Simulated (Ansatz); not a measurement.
Cl2OTa (SMILES [O]=[Ta]([Cl])[Cl]), doublet, at a GFN2-xTB geometry (such geometries of metal compounds can be far from the true shape) (the multiplicity is a formal guess) (core potentials on Ta); HF/def2-SV(P) in Ansatz (a program for electronic structure).

Ansatz was given this input:
Ansatz 0.2 input:
```yaml
crystal:
  periodic: [false, false, false]
  atoms:
    - {symbol: Ta, position_ang: [-0.16574154, -0.14786871, -0.03004615]}
    - {symbol: O, position_ang: [-1.42197494, -1.26863555, -0.25778010]}
    - {symbol: Cl, position_ang: [-0.33742720, 1.93896960, -0.71580246]}
    - {symbol: Cl, position_ang: [1.71830554, -0.70699898, 0.96613244]}
basis:
  gaussian:
    orbitals: def2-SV_P_.json
    point_charges:
      - {charge: 0.5, position_ang: [-2.6108, -4.4638, 0.4534]}
hamiltonian:
  xc: hf
magnetization: {spin_polarized: true, initial_magnetization: 1}
```
The basis file holds def2-SV(P) in the JSON format of the Basis Set Exchange.

What the program printed (banner, timings and long lists left out):

```
Functional definition: HF
781 factors; integrals over basis functions are off by at most 4.1e-4 eV
mean field evaluation 1: about -28564.2131 eV, gradient 4.1e1 eV
mean field evaluation 2: about -28564.3133 eV, gradient 4.1e1 eV
mean field evaluation 4: about -28572.3857 eV, gradient 3.2e0 eV
mean field evaluation 8: about -28572.6243 eV, gradient 4.7e-1 eV
mean field evaluation 16: about -28572.6364 eV, gradient 1.8e-5 eV
mean field evaluation 32: about -28571.3805 eV, gradient 2.4e0 eV
mean field evaluation 64: about -28559.4147 eV, gradient 4.2e1 eV
mean field evaluation 96: about -28567.7918 eV, gradient 1.1e0 eV
mean field evaluation 128: about -28556.5966 eV, gradient 6.7e0 eV
mean field -28572.63638132 eV, -1050.0250197851 hartree, gradient 3.2e-5 eV, S^2 0.772179; 2 other end points of the search recorded, 0 dependent functions left out
reference -28572.63638132 eV, -1050.0250197851 hartree; 28, 27 occupied and 47, 48 virtual orbitals, 781 factors
Total energy: -28572.63638132 eV, -1050.0250197851 hartree
```
